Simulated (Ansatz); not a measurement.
Molecular dynamics of H$_{8}$O$_{3}$Si$_{3}$

The input (input.yaml):

```yaml
crystal:
  periodic: [false, false, false]
  atoms:
    - { symbol: Si, position_ang: [-0.201374, -0.073418, 0.17159] }
    - { symbol: O, position_ang: [0.111555, -0.63738, 1.670654] }
    - { symbol: Si, position_ang: [-1.261363, -0.415222, 2.621967] }
    - { symbol: H, position_ang: [-2.580042, -1.072679, 2.220673] }
    - { symbol: H, position_ang: [-0.717752, -1.083135, 3.828189] }
    - { symbol: H, position_ang: [-1.699653, 1.054069, 3.086952] }
    - { symbol: Si, position_ang: [1.794393, 0.224414, -0.681836] }
    - { symbol: H, position_ang: [2.223326, -1.179363, -0.693956] }
    - { symbol: H, position_ang: [1.961649, 0.799752, -1.972627] }
    - { symbol: H, position_ang: [2.853446, 0.888984, 0.12349] }
    - { symbol: O, position_ang: [-1.286635, 1.161615, 0.439115] }
    - { symbol: H, position_ang: [-1.764723, 1.427131, -0.456273] }
    - { symbol: O, position_ang: [-1.079915, -1.25045, -0.622599] }
    - { symbol: H, position_ang: [-0.72053, -2.021779, -0.046059] }
basis:
  gaussian: { orbitals: STO-3G }
hamiltonian:
  xc: b3lyp
  dispersion: d4
md:
  timestep: 0.25
  n_steps: 76
  ensemble: nvt_nose_hoover
  temperature: 1000.0
  initial_velocities: maxwell_boltzmann
  seed: 70473
  nose_hoover: { tau: 50.0, chain_length: 3 }
```

Run as:

```bash
$ ansatz run input.yaml --threads 1 --pin off --max-ram 2048MiB --backend cpu --events-out ev --progress --plain --runs-dir out
```

It goes on from the last frame of an earlier run, with new velocities.

Output, in part (step lines, the closing report, with atoms numbered from 0):

```
md step     0: t =     0.00 fs  T =  1000.0 K  F+E_penalty+E_count = -29546.00907676 eV  E_kin = 1.551120 eV  conserved = -29544.45795678 eV  (22 SCF iters)
md step     1: t =     0.25 fs  T =  1026.7 K  F+E_penalty+E_count = -29546.05068069 eV  E_kin = 1.592592 eV  conserved = -29544.45808887 eV  (26 SCF iters)
md step     2: t =     0.50 fs  T =  1051.6 K  F+E_penalty+E_count = -29546.08935580 eV  E_kin = 1.631133 eV  conserved = -29544.45821984 eV  (27 SCF iters)
md step     3: t =     0.75 fs  T =  1073.3 K  F+E_penalty+E_count = -29546.12311811 eV  E_kin = 1.664764 eV  conserved = -29544.45834495 eV  (27 SCF iters)
md step     4: t =     1.00 fs  T =  1090.6 K  F+E_penalty+E_count = -29546.15009446 eV  E_kin = 1.691615 eV  conserved = -29544.45845764 eV  (27 SCF iters)
md step     5: t =     1.25 fs  T =  1102.4 K  F+E_penalty+E_count = -29546.16861843 eV  E_kin = 1.710023 eV  conserved = -29544.45855267 eV  (26 SCF iters)
md step     6: t =     1.50 fs  T =  1108.0 K  F+E_penalty+E_count = -29546.17732252 eV  E_kin = 1.718627 eV  conserved = -29544.45862307 eV  (26 SCF iters)
md step     7: t =     1.75 fs  T =  1106.6 K  F+E_penalty+E_count = -29546.17523486 eV  E_kin = 1.716459 eV  conserved = -29544.45866424 eV  (27 SCF iters)
[... lines left out ...]
Total energy: -29545.85065243 eV, -1085.7899845798 hartree
Atom 0 at    -0.193960     0.056291     0.144499 Å, force    -0.858975    -3.689385     0.879714 eV/Å
Atom 1 at     0.145550    -0.567300     1.730102 Å, force     0.120548     0.332565    -0.121509 eV/Å
Atom 2 at    -1.275993    -0.488033     2.667282 Å, force     0.783970    -1.261381    -0.479388 eV/Å
Atom 3 at    -2.356984    -0.779731     1.837730 Å, force    -1.398198    -0.760318    -0.577546 eV/Å
Atom 4 at    -1.363932    -1.176826     3.897210 Å, force     0.520823    -1.270620     0.398658 eV/Å
Atom 5 at    -1.536052     0.741017     3.128452 Å, force    -0.457653     3.439264     0.937256 eV/Å
Atom 6 at     1.890465     0.137436    -0.716534 Å, force    -0.555698     0.793891    -1.802456 eV/Å
Atom 7 at     2.434350    -1.078443    -1.281323 Å, force    -0.221065    -0.334181     0.635934 eV/Å
Atom 8 at     1.700553     0.891726    -1.962994 Å, force     0.545723     0.301531     0.698959 eV/Å
Atom 9 at     2.770874     0.704497     0.256078 Å, force     0.445359     0.317090    -0.012525 eV/Å
Atom 10 at    -1.416242     1.298190     0.387386 Å, force    -0.418816    -1.445579    -1.044983 eV/Å
Atom 11 at    -2.295664     0.738514     0.166510 Å, force     1.337610     0.885714     0.178183 eV/Å
Atom 12 at    -1.084777    -1.339412    -0.572798 Å, force    -0.786087     2.244316    -0.247384 eV/Å
Atom 13 at    -0.678420    -2.257683    -0.405232 Å, force     0.942460     0.447090     0.557088 eV/Å
Dipole moment:     0.189024    -0.109659    -0.137270 e Å
```

The steps, from the saved trajectory:

```tsv
time (fs)	T (K)	potential energy less start (eV)	conserved less start (meV/atom)
0.0	1000	0.000	0.00
0.5	1052	-0.080	-0.02
1.0	1091	-0.141	-0.04
1.5	1108	-0.168	-0.05
2.0	1098	-0.153	-0.05
2.5	1059	-0.093	-0.04
3.0	997	0.003	-0.03
3.5	923	0.119	0.00
4.0	852	0.229	0.03
4.5	803	0.306	0.06
5.0	788	0.329	0.07
5.5	813	0.291	0.05
6.0	869	0.203	0.02
6.5	939	0.093	-0.02
7.0	1001	-0.003	-0.05
7.5	1037	-0.058	-0.06
8.0	1038	-0.060	-0.05
8.5	1009	-0.014	-0.03
9.0	961	0.061	0.00
9.5	909	0.142	0.02
10.0	867	0.208	0.04
10.5	845	0.242	0.05
11.0	848	0.238	0.05
11.5	875	0.196	0.04
12.0	920	0.126	0.02
12.5	975	0.041	0.01
13.0	1029	-0.043	-0.01
13.5	1075	-0.114	-0.02
14.0	1106	-0.162	-0.03
14.5	1119	-0.181	-0.03
15.0	1111	-0.168	-0.03
15.5	1083	-0.125	-0.02
16.0	1040	-0.057	-0.01
16.5	988	0.024	0.00
17.0	936	0.105	0.02
17.5	895	0.169	0.04
18.0	874	0.201	0.04
18.5	878	0.196	0.04
19.0	902	0.159	0.02
```

The run went to its last step. The conserved energy stayed within 0.067 meV per atom of its start (net change 0.016 meV per atom), so the integration is sound. A run of 0.019 ps of so small a system gives no equilibrium averages. Limits of this set-up: minimal basis.

The same pairs are bonded in the first frame and the last. Pairs count as bonded within 1.25 times the sum of covalent radii (0.12 Å more for H–H).

Last frame:

```xyz
14
Properties=species:S:1:pos:R:3
Si -0.194 0.056 0.144
O 0.146 -0.567 1.730
Si -1.276 -0.488 2.667
H -2.357 -0.780 1.838
H -1.364 -1.177 3.897
H -1.536 0.741 3.128
Si 1.891 0.137 -0.717
H 2.434 -1.078 -1.281
H 1.701 0.892 -1.963
H 2.771 0.705 0.256
O -1.416 1.298 0.387
H -2.296 0.739 0.167
O -1.085 -1.339 -0.573
H -0.678 -2.258 -0.405
```

Time of the run: 5.4 min on 1 thread of Arm Neoverse V1 (shared host), peak memory 0.14 GiB.
